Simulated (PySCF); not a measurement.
## Ionisation energy of Sn³⁶⁺ by level of theory

Sn³⁶⁺ [Ne] 3s2 3p2 (3P) → Sn³⁷⁺ [Ne] 3s2 3p1 (2P), as a difference of total energies. Calculation: PySCF 2.14, in an uncontracted even-tempered set (16 s from 5.9 bohr⁻², ratio 2.5; 10 p from 7.7 bohr⁻², ratio 2.5; 4 d from 32 bohr⁻², ratio 2.7; 4 f from 48 bohr⁻², ratio 2.7); no relativity, point nucleus. Correlated levels: outer shells: 1s2 frozen; virtual orbitals above 40 to 60 times the deepest correlated orbital energy dropped. The calculations carry no spin-orbit coupling.

```
                method  ionisation energy (eV)
                   UHF                  2375.4
                   LDA                  2376.8
                   PBE                  2377.3
                  PBE0                  2377.1
                r2SCAN                  2377.4
                  PW91                  2377.8
             BHandHLYP                  2377.2
    MP2 (outer shells)                  2375.7
SCS-MP2 (outer shells)                  2375.4
```

Spin-orbit coupling is strong in these open shells (close to jj coupling). The scalar numbers leave it out and a first-order estimate fails, so it can dominate the gap to the real levels.

The gap to the reference is mostly relativistic.

For comparison: 2443 ± 5 eV (semi-empirical (NIST evaluation); NIST Atomic Spectra Database, ionization energies).
